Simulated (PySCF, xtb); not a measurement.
Al(Me)2(SH) (C2H7AlS), SMILES [CH3][Al]([CH3])[SH].

GFN2-xTB (xtb) at its own geometry gives an orbital gap of 4.15 eV and a dipole moment of 3.24 D.

The structure is a stationary point at B3LYP-D3(BJ)/def2-SVP. The structure was generated by enumeration; whether it is a known compound was not checked. The values are those of a single conformer.

Question: What does PBE/def2-TZVP in PySCF give? (An estimate is asked for; the answer gives what the named calculation found.)

Answer: gap 5.04 eV (levels -6.27 and -1.24 eV), dipole 1.59 D.
